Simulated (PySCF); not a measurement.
In(F)(Et)(OH) (C2H6FInO), SMILES C[CH2][In]([OH])[F].

The structure is a stationary point at B3LYP-D3(BJ)/def2-SVP. The structure was generated by enumeration; whether it is a known compound was not checked. The def2 effective core potentials stand for the cores of In; spin–orbit coupling is left out. One conformer was computed; it need not be the lowest.

Level of theory: M06-2X/def2-TZVP (PySCF).

```json
{
 "total_energy": "-445.00422 hartree",
 "highest_occupied_level": "-9.28 eV",
 "lowest_empty_level": "-0.78 eV",
 "orbital_gap": "8.49 eV",
 "dipole_moment": "5.49 D",
 "quadrupole, principal values (traceless, Buckingham form, about the centre of nuclear charge)": "-8.60, -0.72, 9.32 D·Å",
 "mean_static_polarisability": "60.7 bohr³ (9.00 Å³)",
 "polarisability_principal_values": "46.0, 59.3, 77.0 bohr³"
}
```
